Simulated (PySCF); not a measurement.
RuN(OH)2 (doublet). All numbers come from UPBE0 in PySCF with Ru def2-TZVP with ECP28, N def2-TZVP, O def2-TZVP, H def2-TZVP; scalar-relativistic core potentials, no spin–orbit coupling; density-fitted integrals.

Harmonic bands of its minimum:

```
ω (cm⁻¹)  IR (km/mol)
     132         38.7
     159          0.4
     248         13.6
     272          0.0
     315          172
     640          214
     649          133
     665         66.2
     712         17.2
    1217         75.5
    3888          330
    3892          0.6
```

Task: The central atom is Ru. Infer the point group and assign the bands.

Result: C2v. The modes span 2b1 + 5a1 + 4b2 + a2: 132 b1, 159 a1, 248 b2, 272 a2, 315 b1, 640 b2, 649 a1, 665 a1, 712 b2, 1217 a1, 3888 b2, 3892 a1. The computed geometry has O–H 0.961 Å (×2), Ru–N 1.570 Å, Ru–O 1.884 Å (×2); H–O–Ru 120.5° (×2), N–Ru–O 121.2° (×2), O–Ru–O 117.7°.

This need not be the most stable arrangement of these atoms. With open d or f shells other occupations or spin states may lie lower.
